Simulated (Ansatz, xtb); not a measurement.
# Two isomers of C2H6OZn

Structure I is `CC[O][ZnH]`, a singlet and structure II is `C[CH2][Zn][OH]`, a singlet. Both are isolated molecules in the gas phase, relaxed with BLYP-D3(BJ)/def2-SVP; the shapes shown needn't be the lowest conformers.

I (Å):

```xyz
10

C    -0.0149    0.8974   -0.3972
C     1.2470    0.5358   -1.1956
O     2.0865    1.6414   -1.4531
Zn    1.5469    3.3079   -1.8488
H    -0.6295    0.0039   -0.1585
H    -0.6561    1.5984   -0.9780
H     0.2621    1.3952    0.5552
H     1.8339   -0.2188   -0.6186
H     0.9428    0.0257   -2.1451
H     1.2772    4.7657   -2.1871
```

II (Å):

```xyz
10

C    -0.4431    0.5250   -0.8623
C     0.9993    0.6604   -1.3945
O     2.5099    4.0909   -1.1867
Zn    1.7950    2.4375   -1.2001
H    -1.1431    1.2171   -1.3744
H    -0.8399   -0.5036   -1.0096
H    -0.5091    0.7429    0.2239
H     1.6716   -0.0650   -0.8877
H     1.0406    0.4064   -2.4759
H     2.8049    4.3620   -0.2952
```

Task: Estimate E(II) − E(I) at the level CCSD(T)/def2-SVP + ΔMP2/def2-TZVPP.

Result: Calculated at CCSD(T)/def2-SVP + ΔMP2/def2-TZVPP: E(II) − E(I) = −58.9 kJ/mol, so structure II lies lower.

Level by level:

```csv
level,geometry,E(II) − E(I) (kJ/mol),departure from the last row (kJ/mol),"job, with rough time for the two"
GFN2-xTB,GFN2-xTB,+76.3,+135.2,"optimisation, 0.28 s"
HF/STO-3G,GFN2-xTB,−0.4,+58.5,"single point, 1.2 s"
r2SCAN-D4/def2-SVP,GFN2-xTB,−30.6,+28.3,"single point, 3.7 s"
BLYP-D3(BJ)/def2-SVP,BLYP-D3(BJ)/def2-SVP,−29.2,+29.7,"optimisation, 65 s"
HF/def2-SVP,BLYP-D3(BJ)/def2-SVP,−18.9,+40.0,part of the CCSD(T) run
MP2/def2-SVP,BLYP-D3(BJ)/def2-SVP,−43.9,+15.0,part of the CCSD(T) run
CCSD(T)/def2-SVP,BLYP-D3(BJ)/def2-SVP,−33.6,+25.2,single point
CCSD(T)/def2-SVP + ΔMP2/def2-TZVPP,BLYP-D3(BJ)/def2-SVP,−58.9,,"single point, 40 s"
```

As drawn, II has 1 C–Zn, 1 O–H in place of 1 C–O, 1 Zn–H.

GFN2-xTB puts the two in the other order. HF/STO-3G finds them nearly level. The largest departure from CCSD(T)/def2-SVP + ΔMP2/def2-TZVPP is that of GFN2-xTB, 135.2 kJ/mol. The last row adds to CCSD(T) the change of the MP2 difference between the two basis sets, here −25.2 kJ/mol, a large step that makes the value less sure.

With harmonic frequencies from BLYP-D3(BJ)/def2-SVP (ideal gas, rigid rotor, one conformer each, 298.15 K, 1 atm): on the last row, ΔE + ΔZPE = −55.8 kJ/mol. A mode under 50 cm⁻¹ makes harmonic enthalpies and free energies unreliable, so none is given.

The correlated steps freeze 8 core orbitals; the last core shell of Zn is correlated, in a basis made for valence electrons. Programs: Ansatz 0.2.0, xtb 6.7.1; the last row on 2 threads of Arm Neoverse V2 on a shared host.
